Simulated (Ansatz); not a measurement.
Spectroscopic constants of SbF, multiplicity 3 (the spin of the measured ground state). No spin–orbit coupling.

The constants come from a fifth-degree fit in 1/R (seven points, main isotopes). Runs in def2 and cc sets follow the lowest solution found near the PBE0 minimum.

Run with Ansatz (a first-principles code). Each number belongs to the level named beside it. In def2 rows elements past Kr take small-core potentials, without spin–orbit coupling.

Energies at SVWN5/def2-TZVPP:

```json
[
 {"R (Å)": "1.785946", "E (hartree)": "-339.13266570"},
 {"R (Å)": "1.833955", "E (hartree)": "-339.13846675"},
 {"R (Å)": "1.878124", "E (hartree)": "-339.14117676"},
 {"R (Å)": "1.928054", "E (hartree)": "-339.14185162"},
 {"R (Å)": "1.977983", "E (hartree)": "-339.14054588"},
 {"R (Å)": "2.035594", "E (hartree)": "-339.13717582"},
 {"R (Å)": "2.102807", "E (hartree)": "-339.13141786"}
]
```

Problem. With a reduced mass of 16.4185 u, find the minimum, the force constant and the constants.

Solution. A fifth-degree polynomial in 1/R puts the minimum at r_e = 1.9181 Å with force constant 363 N/m. Then ω_e = (1/2πc)√(k/μ) = 613 cm⁻¹ and B_e = h/(8π²cμr_e²) = 0.2791 cm⁻¹; the cubic and quartic terms give α_e = 0.0018 and ω_e x_e = 2.7 cm⁻¹.
